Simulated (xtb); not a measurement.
Species: C$_{2}$H$_{7}$NO, SMILES `CNCO` (charge 0, multiplicity 1).

Problem. Give a relaxed geometry from GFN2-xTB (xtb).

Solution. This is not unique; one that fits is the end point of this relaxation, one of several conformers (outside a Z-matrix the atoms follow the SMILES, hydrogens last).
Cartesian coordinates (Å) in one orientation:
```xyz
11

C      1.374     0.121     0.098
N      0.231    -0.351    -0.666
C     -0.966    -0.509     0.107
O     -1.500     0.680     0.654
H      1.195     1.080     0.600
H      1.609    -0.626     0.856
H      2.225     0.222    -0.572
H      0.065     0.267    -1.455
H     -0.743    -1.145     0.967
H     -1.714    -1.007    -0.527
H     -1.774     1.265    -0.062
```
